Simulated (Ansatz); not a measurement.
`N[CH2][SnH3]` + H₂O → `O[CH2][SnH3]` + NH₃ at 600 K and 1 bar (formal hydrolysis of a C–N bond).

Isolated molecules relaxed with PBE0-D4/def2-TZVP in Ansatz; ΔE leaves out vibrations. CCSD(T)/CBS is the MP2 limit (def2-TZVPP, def2-QZVPP) plus CCSD(T) − MP2 in def2-TZVPP, frozen cores. This one scheme is used for every species. Elements past krypton have def2 core potentials. For Sn outer-core shells are correlated without core-valence functions, which leaves a few kJ/mol of doubt a bond. One conformer a species, not always the lowest.

```tsv
species	CCSD(T)/CBS energy (Eh)	H − E (kJ/mol)	S (J/(mol·K))
`N[CH2][SnH3]`	-310.95215	249.1	404.9
H₂O	-76.37941	76.8	212.8
`O[CH2][SnH3]`	-330.81397	213.5	400.6
NH₃	-56.50880	112.4	219.5
```

H − E and S are ideal-gas, rigid-rotor, harmonic terms from PBE0-D4/def2-TZVP, for one conformer and one mirror image of each species. 1 Eh = 2625.50 kJ/mol, R = 8.31446 J/(mol·K).

Question: By hand: ΔE, ΔH, ΔS and ΔG.

Answer: ΔE = (-330.81397) + (-56.50880) − (-310.95215) − (-76.37941) = 0.00879 Eh = 23.1 kJ/mol. Δ(H − E) = 213.5 + 112.4 − 249.1 − 76.8 = 0.0, so ΔH = 23.1 kJ/mol. ΔS = 400.6 + 219.5 − 404.9 − 212.8 = 2.4 J/(mol·K). ΔG = 23.1 − 600 × (2.4)/1000 = 21.7 kJ/mol.

Question: By hand: the equilibrium constant, and the temperature at which ΔG would vanish if ΔH and ΔS stayed fixed.

Answer: log₁₀ K = −ΔG/(RT ln 10) = -1.9. ΔG = 0 at ΔH/ΔS = 9625 K, far beyond where these terms or the molecules hold.

The number of gas molecules stays the same, so ΔS is small and ΔH decides. A doubt of 5 kJ/mol in ΔE shifts log₁₀ K by 0.4 here. Other conformers and mirror images would add mixing entropy, several J/(mol·K) or more a flexible species. These are equilibria of isolated gas molecules and say nothing of rates. Largest T1 diagnostic: 0.012 (customary marks: 0.02 for closed shells, 0.045 for open ones).
